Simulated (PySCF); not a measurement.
MoH5, SMILES [MoH5] (connectivity only; charge and spin as stated), neutral, multiplicity 2.

Coordinates come from a PBE0-D3(BJ)/def2-TZVPD optimisation. The multiplicity is an assumed one; other spin states were not compared. The def2 effective core potentials stand for the cores of Mo; spin–orbit coupling is left out.

Calculation: PBE0-D3(BJ)/def2-TZVPD (PySCF 2.14.0).

Frequencies are harmonic and unscaled.

Task: Estimate the vibrational spectrum. (An estimate is asked for; the answer gives what the named calculation found.)

Result: 
```csv
mode,ν (cm⁻¹),IR (km/mol),moving atoms (share of kinetic energy)
1,410,14.2,H 100 %
2,505,112.7,H 97 %
3,813,38.8,H 100 %
4,829,32.7,H 98 %
5,836,51.8,H 100 %
6,907,44.2,H 98 %
7,922,62.8,H 100 %
8,1911,273.5,H 99 %
9,1950,162.7,H 99 %
10,1963,98.4,H 99 %
11,2048,100.6,H 99 %
12,2051,60.6,H 98 %
```
